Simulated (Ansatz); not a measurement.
Molecule: trichloro(methyl)germane, CH$_{3}$Cl$_{3}$Ge, charge 0, multiplicity 1. 
Coordinates optimised at B3LYP-D3(BJ)/def2-TZVP (Ansatz, an electronic-structure program):
```xyz
8

C     -2.1656     0.0654     0.1290
Ge    -0.2312     0.0070     0.0138
Cl     0.5951     1.9785    -0.2494
Cl     0.6325    -0.8291     1.8009
Cl     0.4158    -1.1989    -1.6493
H     -2.4475     0.6828     0.9797
H     -2.5587     0.4930    -0.7913
H     -2.5395    -0.9481     0.2611
```

Basis-set convergence of Hartree-Fock and CCSD(T) correlation energies (hartree) with Ansatz. Cores are frozen in the correlated levels unless marked. Spin-orbit coupling is left out. Frozen are the shells of the preceding noble gas and the d and f shells that filled before the atom's block. No relativistic terms.

```csv
basis,functions,E(HF),"E(corr, CCSD(T))"
def2-SVPD,163,-3492.93014,-0.75488
def2-TZVPPD,295,-3493.69557,-0.95928
def2-QZVPPD,494,-3493.77495,-1.03229
```

Extrapolating the two largest sets (X = 3 and 4) as X^-3: E(corr) = (64·(-1.03229) - 27·(-0.95928))/37 = -1.0856 Eh, an estimate of the basis-set limit. The largest set recovers 95.1 % of it, the smallest 69.5 %.
